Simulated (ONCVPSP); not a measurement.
## Configuration tests for carbon (ONCV)

carbon (C), optimised norm-conserving Vanderbilt (ONCV), made with ONCVPSP 4.0.1 (PBE, scalar-relativistic). Core [He], reference 2s2 2p1 (charge +1). Waves: 2s: rc 1.15 bohr, ncon 3, nbas 7, qcut 4.8 1/bohr, 2 projectors, debl 3.3 Ha; 2p: rc 2.60 bohr, ncon 4, nbas 7, qcut 6.2 1/bohr, 2 projectors, debl 0.6 Ha; d scattering state at 0.31 Ha: rc 2.70 bohr, ncon 4, nbas 9, qcut 4.2 1/bohr, 1 projector. Local part: polynomial inside 0.95 bohr (lpopt 4, dvloc0 -1 Ha). Core correction: Teter function, fcfact 5.75, rcfact 1.35.

In the p channel the program set the typed energies aside and used -0.625, 0.250 Ha.

Energies are relative to the spin-unpolarised reference configuration 2s2 2p1; without spin polarisation the order of configurations can differ from experiment.

| valence configuration | charge | ΔE all-electron (eV) | error AE − PS (meV) |
| --- | --- | --- | --- |
| 2s2 2p2 | 0 | -10.861 | +85 |
| 2s2 2p0 | +2 | 24.156 | +286 |

Task: What are ΔE and the potential's error for 2s1 2p2?

Result: ΔE = 8.754 eV all-electron; the error (AE − PS) is -2.5 meV.

Task: What are ΔE and the potential's error for 2s1 2p0?

Result: ΔE = 72.350 eV all-electron; the error (AE − PS) is +713 meV.

Note: no bound ghost flagged; GHOST(+) flagged for d at 39.7 eV.
